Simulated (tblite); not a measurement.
Compound: C₆H₁₃BrOSi.
SMILES with atom numbers: `[CH2:1]=[C:2]([CH3:3])[CH2:4][Si@@H:5]([Br:6])[O:7][CH2:8][CH3:9]` (hydrogens: H10, H11 on C1; H12, H13, H14 on C3; H15, H16 on C4; H17 on Si5; H18, H19 on C8; H20, H21, H22 on C9)

Computed with GFN2-xTB (tblite), gas phase: L-BFGS steps from a force-field or distance-geometry start until the largest atomic force falls under 0.01 eV/Å.

Step 26: E = -800.8659 eV
```
atom  x, y, z in Å  |  force x, y, z in eV/Å
C1     -2.9813   -0.5678    1.4061    0.018  -0.006  -0.013
C2     -2.1746   -0.1303    0.4514    0.026   0.028   0.040
C3     -1.8744    1.3170    0.2340   -0.001   0.033  -0.003
C4     -1.4534   -1.0592   -0.4713   -0.021  -0.001   0.032
Si5     0.2908   -1.4309    0.1505   -0.034   0.059   0.032
Br6     1.2271   -2.8485   -1.2836    0.047  -0.050   0.034
O7      1.1606   -0.0737    0.1270    0.044   0.045  -0.009
C8      2.5360    0.0775    0.3942    0.065  -0.019   0.007
C9      3.0505    1.4296   -0.0840   -0.054  -0.079   0.013
H10    -3.4883    0.0982    2.0835    0.025   0.038  -0.030
H11    -3.1778   -1.6171    1.5500    0.010  -0.022  -0.025
H12    -2.4574    1.9433    0.9025   -0.007   0.049  -0.003
H13    -0.8145    1.5084    0.3987   -0.003  -0.017   0.012
H14    -2.0953    1.5840   -0.7986   -0.046   0.083   0.004
H15    -1.4141   -0.6436   -1.4809   -0.030   0.005   0.043
H16    -1.9998   -1.9999   -0.5209    0.069  -0.090  -0.065
H17     0.3267   -2.0831    1.4542    0.024  -0.047  -0.047
H18     3.0887   -0.7290   -0.1012    0.020  -0.001  -0.034
H19     2.6953   -0.0303    1.4738   -0.062   0.051   0.002
H20     4.0556    1.5769    0.3102   -0.099   0.019  -0.087
H21     3.0834    1.4655   -1.1717   -0.026  -0.009   0.073
H22     2.4058    2.2321    0.2709    0.033  -0.069   0.025
```

Step 27: E = -800.8687 eV
```
atom  x, y, z in Å  |  force x, y, z in eV/Å
C1     -2.9800   -0.5679    1.4054    0.032   0.011  -0.015
C2     -2.1702   -0.1289    0.4541    0.002   0.016  -0.018
C3     -1.8733    1.3204    0.2335   -0.007  -0.015   0.019
C4     -1.4513   -1.0587   -0.4705   -0.020   0.004   0.007
Si5     0.2929   -1.4313    0.1519   -0.078   0.060   0.018
Br6     1.2365   -2.8429   -1.2797    0.054  -0.080   0.014
O7      1.1626   -0.0753    0.1262    0.044   0.045   0.001
C8      2.5376    0.0733    0.3947    0.059  -0.007   0.020
C9      3.0460    1.4266   -0.0843   -0.039  -0.071   0.010
H10    -3.4850    0.1009    2.0811    0.007   0.025  -0.012
H11    -3.1780   -1.6175    1.5477    0.016  -0.001  -0.020
H12    -2.4575    1.9431    0.9061    0.023   0.042  -0.036
H13    -0.8120    1.5100    0.3983   -0.047   0.001  -0.014
H14    -2.1003    1.5861   -0.8000   -0.017   0.071   0.070
H15    -1.4129   -0.6398   -1.4794   -0.019  -0.002   0.056
H16    -1.9983   -2.0000   -0.5254    0.080  -0.053  -0.043
H17     0.3228   -2.0818    1.4555    0.031  -0.057  -0.030
H18     3.0923   -0.7327   -0.1019   -0.004   0.023  -0.001
H19     2.6938   -0.0310    1.4761   -0.047   0.034  -0.033
H20     4.0520    1.5771    0.3043   -0.081   0.026  -0.077
H21     3.0723    1.4632   -1.1715   -0.018  -0.012   0.047
H22     2.3996    2.2264    0.2726    0.031  -0.062   0.038
```

Step 28: E = -800.8712 eV
```
atom  x, y, z in Å  |  force x, y, z in eV/Å
C1     -2.9776   -0.5680    1.4046    0.031   0.022  -0.006
C2     -2.1663   -0.1273    0.4556   -0.027  -0.002  -0.066
C3     -1.8721    1.3232    0.2330   -0.013  -0.043   0.033
C4     -1.4498   -1.0578   -0.4704   -0.009   0.000  -0.018
Si5     0.2929   -1.4307    0.1557   -0.076   0.037  -0.011
Br6     1.2464   -2.8390   -1.2741    0.043  -0.079   0.019
O7      1.1638   -0.0759    0.1300    0.032   0.024   0.007
C8      2.5396    0.0696    0.3961    0.022  -0.004   0.024
C9      3.0402    1.4228   -0.0850   -0.018  -0.040   0.000
H10    -3.4807    0.1031    2.0791   -0.008   0.013   0.004
H11    -3.1767   -1.6181    1.5447    0.020   0.020  -0.014
H12    -2.4556    1.9442    0.9087    0.040   0.035  -0.048
H13    -0.8097    1.5104    0.3967   -0.068   0.019  -0.032
H14    -2.1049    1.5900   -0.8002    0.007   0.055   0.108
H15    -1.4105   -0.6349   -1.4776   -0.008  -0.005   0.052
H16    -1.9960   -2.0005   -0.5328    0.084  -0.010  -0.016
H17     0.3175   -2.0847    1.4573    0.034  -0.055  -0.021
H18     3.0939   -0.7354   -0.1041   -0.019   0.031   0.031
H19     2.6944   -0.0310    1.4782   -0.025   0.012  -0.049
H20     4.0467    1.5784    0.2963   -0.033   0.030  -0.054
H21     3.0603    1.4606   -1.1710   -0.018  -0.018   0.002
H22     2.3937    2.2203    0.2742    0.009  -0.041   0.055
```

Step 29: E = -800.8736 eV
```
atom  x, y, z in Å  |  force x, y, z in eV/Å
C1     -2.9734   -0.5679    1.4034    0.015   0.023   0.010
C2     -2.1628   -0.1258    0.4551   -0.053  -0.018  -0.087
C3     -1.8703    1.3250    0.2325   -0.017  -0.044   0.033
C4     -1.4483   -1.0563   -0.4717    0.007  -0.004  -0.035
Si5     0.2906   -1.4303    0.1620   -0.031  -0.001  -0.040
Br6     1.2584   -2.8355   -1.2661    0.021  -0.061   0.039
O7      1.1636   -0.0769    0.1404    0.005  -0.004   0.006
C8      2.5413    0.0661    0.3985   -0.023  -0.002   0.014
C9      3.0326    1.4190   -0.0865    0.001   0.000  -0.010
H10    -3.4748    0.1044    2.0777   -0.021   0.005   0.018
H11    -3.1733   -1.6183    1.5410    0.020   0.028  -0.005
H12    -2.4506    1.9463    0.9107    0.040   0.028  -0.034
H13    -0.8074    1.5101    0.3928   -0.057   0.032  -0.038
H14    -2.1092    1.5952   -0.7984    0.019   0.040   0.105
H15    -1.4054   -0.6280   -1.4756    0.003   0.000   0.022
H16    -1.9931   -1.9997   -0.5437    0.075   0.018   0.011
H17     0.3089   -2.0915    1.4602    0.035  -0.045  -0.022
H18     3.0927   -0.7371   -0.1073   -0.022   0.021   0.052
H19     2.6985   -0.0315    1.4797    0.002  -0.008  -0.036
H20     4.0398    1.5812    0.2855    0.020   0.031  -0.029
H21     3.0452    1.4571   -1.1716   -0.023  -0.023  -0.039
H22     2.3864    2.2137    0.2763   -0.016  -0.017   0.067
```

**Question.** Estimate the geometry and energy of step 30. (The exact step hangs on the optimiser's Hessian estimate; all steps are aligned on step 29, rigid shifts and turns removed.)

**Answer.** E = -800.8757 eV, largest force 0.101 eV/Å
```
atom  x, y, z in Å  |  force x, y, z in eV/Å
C1     -2.9676   -0.5677    1.4021   -0.008   0.018   0.021
C2     -2.1603   -0.1245    0.4522   -0.066  -0.023  -0.073
C3     -1.8677    1.3259    0.2321   -0.018  -0.021   0.023
C4     -1.4464   -1.0539   -0.4751    0.023  -0.005  -0.043
Si5     0.2863   -1.4314    0.1709    0.028  -0.037  -0.054
Br6     1.2723   -2.8315   -1.2548   -0.002  -0.040   0.057
O7      1.1610   -0.0787    0.1592   -0.010  -0.028   0.000
C8      2.5419    0.0630    0.4020   -0.059   0.002   0.002
C9      3.0232    1.4158   -0.0895    0.011   0.030  -0.015
H10    -3.4673    0.1043    2.0776   -0.027   0.002   0.024
H11    -3.1677   -1.6182    1.5367    0.017   0.023   0.004
H12    -2.4422    1.9491    0.9125    0.026   0.020  -0.003
H13    -0.8045    1.5091    0.3860   -0.027   0.036  -0.032
H14    -2.1126    1.6015   -0.7951    0.018   0.031   0.065
H15    -1.3964   -0.6186   -1.4743    0.012   0.006  -0.018
H16    -1.9903   -1.9967   -0.5586    0.058   0.028   0.031
H17     0.2960   -2.1028    1.4650    0.033  -0.028  -0.034
H18     3.0881   -0.7381   -0.1117   -0.020   0.004   0.065
H19     2.7081   -0.0329    1.4812    0.022  -0.019  -0.021
H20     4.0321    1.5857    0.2721    0.048   0.025  -0.014
H21     3.0267    1.4526   -1.1743   -0.032  -0.023  -0.051
H22     2.3768    2.2074    0.2787   -0.027  -0.001   0.065
```

The energy changes by -0.0021 eV. The first-order estimate −F·Δx gives -0.0029 eV and the mean of the old and new forces, exact on a quadratic surface, -0.0021 eV. The step makes an angle of 79° with the force vector and moves no atom by more than 0.019 Å.

The cost below is that of the whole relaxation. Time: 2.7 s. Hardware: one thread of an Intel Xeon at 2.50 GHz, shared host with 64 logical CPUs at a one-minute load of 60.
